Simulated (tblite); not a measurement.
Species: C₆H₁₀FPSi₂.
Numbering: `[F:1][Si@@H:2]([SiH2:3][PH2:4])[c:5]1[cH:6][cH:7][cH:8][cH:9][cH:10]1` (hydrogens: H11 on Si2; H12, H13 on Si3; H14, H15 on P4; H16 on C6; H17 on C7; H18 on C8; H19 on C9; H20 on C10)

The geometry is computed with GFN2-xTB (gas phase).

Q: Give the optimised bond lengths and angles.

A: 
```
           bond  length (Å)
         F1–Si2       1.622
        Si2–Si3       2.315
         Si3–P4       2.245
         Si2–C5       1.886
  C5–C6, C5–C10       1.393
  C6–C7, C9–C10       1.383
   C7–C8, C8–C9       1.385
        Si2–H11       1.464
        Si3–H12       1.473
        Si3–H13       1.470
 P4–H14, P4–H15       1.381
C6–H16, C10–H20       1.082
 C7–H17, C9–H19       1.080
         C8–H18       1.080
```

Bonds in one row agree within 0.01 Å and their mean is given. A selection of angles:
```
     angle  degrees
F1–Si2–Si3    107.3
 F1–Si2–C5    106.7
Si3–Si2–C5    112.1
Si2–Si3–P4    107.6
 Si2–C5–C6    122.1
Si2–C5–C10    119.7
 C6–C5–C10    118.2
  C5–C6–C7    120.9
  C6–C7–C8    120.0
  C7–C8–C9    119.8
```

Torsions: F1–Si2–Si3–P4 161° (antiperiplanar); F1–Si2–C5–C6 1° (synperiplanar).

Si2 (fluorine-bound silicon) is distorted tetrahedral (angles from 101.9° to 117.6°). P4 (three-coordinate phosphorus) is pyramidal (angles 95.4°, 95.2° and 92.5°, sum 283.1°, 0.83 Å off the plane of its three neighbours). Of the pairs four or more bonds apart, P4···H20 is among the closest relative to their van der Waals radii: 2.91 Å, 97 % of the sum of Bondi's values. The 6-membered ring C5–C6–C7–C8–C9–C10 has internal angles of 118.2° to 121.1°; it is planar, 0.00 Å rms from its mean plane, widest ring torsion 0°. Si3 (SiH2 silicon) is distorted tetrahedral (angles from 104.5° to 115.0°).

Point group: C1 (no symmetry element, even within 0.4 Å). Its GFN2-xTB frequencies are all real (lowest 22 cm⁻¹). One conformer, not necessarily the lowest (F1–Si2–Si3–P4 161°, Si2–Si3–P4–H -170° and -77°, F1–Si2–C5–C6 1°). 3 starts were optimised and ended at 0.00, 1.12 and 2.15 kcal/mol (GFN2-xTB); the lowest of these is shown.

Hardware: one thread, Intel Xeon Platinum 8259CL at 2.50 GHz (x86_64), no GPU (shared host). Cost: 3.3 s wall. This is the geometry optimisation.
